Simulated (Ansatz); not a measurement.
The same path of a periodic cell of 13 atoms, GaOs$_{12}$ (surface Os(0001), adsorbate Ga) was run twice with different band settings. Lost on the way: Os12–Ga13. Made: Os11–Ga13.

The calculation used DFT PBE-D3(BJ), scalar-relativistic, plane waves, PAW (Ansatz 0.2.0). Settings: cutoff 420 eV, k mesh 4x4x1, fermi-dirac smearing 0.1 eV, no spin polarisation.

Relaxed end points:

```xyz
13
Lattice="5.4800 0.0000 0.0000 2.7400 4.7458 0.0000 0.0000 0.0000 16.3265" Properties=species:S:1:pos:R:3
Os 0.000 0.000 1.000
Os 2.740 0.000 1.000
Os 1.370 2.373 1.000
Os 4.110 2.373 1.000
Os 0.004 1.585 3.089
Os 2.736 1.584 3.089
Os 1.370 3.950 3.089
Os 4.110 3.955 3.092
Os -0.052 0.030 5.201
Os 2.791 0.030 5.201
Os 1.370 2.373 5.179
Os 4.110 2.314 5.201
Ga 4.111 3.954 7.218
```

```xyz
13
Lattice="5.4800 0.0000 0.0000 2.7400 4.7458 0.0000 0.0000 0.0000 16.3265" Properties=species:S:1:pos:R:3
Os 0.000 0.000 1.000
Os 2.740 0.000 1.000
Os 1.370 2.373 1.000
Os 4.110 2.373 1.000
Os 0.001 1.582 3.090
Os 2.739 1.582 3.090
Os 1.370 3.955 3.082
Os 4.110 3.956 3.090
Os -0.043 -0.025 5.205
Os 2.783 -0.025 5.205
Os 1.370 2.423 5.205
Os 4.110 2.373 5.181
Ga 4.110 5.537 7.245
```

Common settings: climbing image yes; spring 5.0 eV/Å²; optimiser quadratic models (default); end points relaxed; atoms held 1 to 4.

| run | movable images | start path | force threshold | iteration limit |
| --- | --- | --- | --- | --- |
| 1 | 5 | IDPP | 0.03 eV/Å | 77 |
| 2 | 3 | default | 0.05 eV/Å | 8 |

Q: What does each run give, and how far can it be trusted?

A: Run 1: converged after 6 iterations, highest image 0.090 eV above the first end. By the program's own check the climbing image is a first-order saddle point (lowest curvatures found: -0.38 and 1.66 eV/Å²).
Run 2: converged after 4 iterations, highest image 0.090 eV above the first end. The order of the point at the top wasn't checked.
Limits of this set-up: coarse k mesh, thin slab, slab without dipole correction, a typed lattice constant that wasn't relaxed here.
